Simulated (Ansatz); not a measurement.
`OC(F)([SiH3])[SiH3]` + H₂ → `OC([SiH3])[SiH3]` + H–F at 298.15 K and 1 bar (hydrogenolysis of a C–F bond).

Computed with Ansatz on PBE0-D4/def2-TZVP structures; ΔE is electronic, products minus reactants. CCSD(T)/CBS is the MP2 limit (def2-TZVPP, def2-QZVPP) plus CCSD(T) − MP2 in def2-TZVPP, frozen cores. This one scheme is used for every species. Each species was taken in one conformer, which may not be the lowest.

```tsv
species	CCSD(T)/CBS energy (Eh)	H − E (kJ/mol)	S (J/(mol·K))
`OC(F)([SiH3])[SiH3]`	-795.35056	215.8	364.5
H₂	-1.17544	35.1	130.4
`OC([SiH3])[SiH3]`	-696.16609	234.7	347.3
H–F	-100.39570	33.5	173.6
```

H − E and S are ideal-gas, rigid-rotor, harmonic terms from PBE0-D4/def2-TZVP, for one conformer and one mirror image of each species. For small species the MP2-based limit differs from directly extrapolated CCSD(T) by up to some mEh (0.8 for H₂); such offsets cancel only in part. 1 Eh = 2625.50 kJ/mol, R = 8.31446 J/(mol·K).

Question: By hand: ΔE, ΔH, ΔS and ΔG.

Answer: ΔE = (-696.16609) + (-100.39570) − (-795.35056) − (-1.17544) = -0.03579 Eh = -94.0 kJ/mol. Δ(H − E) = 234.7 + 33.5 − 215.8 − 35.1 = 17.3, so ΔH = -76.7 kJ/mol. ΔS = 347.3 + 173.6 − 364.5 − 130.4 = 26.0 J/(mol·K). ΔG = -76.7 − 298.15 × (26.0)/1000 = -84.5 kJ/mol.

Question: By hand: the equilibrium constant, and the temperature at which ΔG would vanish if ΔH and ΔS stayed fixed.

Answer: log₁₀ K = −ΔG/(RT ln 10) = 14.8. ΔH and −TΔS have one sign here, so there is no such temperature.

ΔH outweighs TΔS. A doubt of 5 kJ/mol in ΔE shifts log₁₀ K by 0.9 here. Other conformers and mirror images would add mixing entropy, several J/(mol·K) or more a flexible species. These are equilibria of isolated gas molecules and say nothing of rates. Largest T1 diagnostic: 0.013 (customary marks: 0.02 for closed shells, 0.045 for open ones).
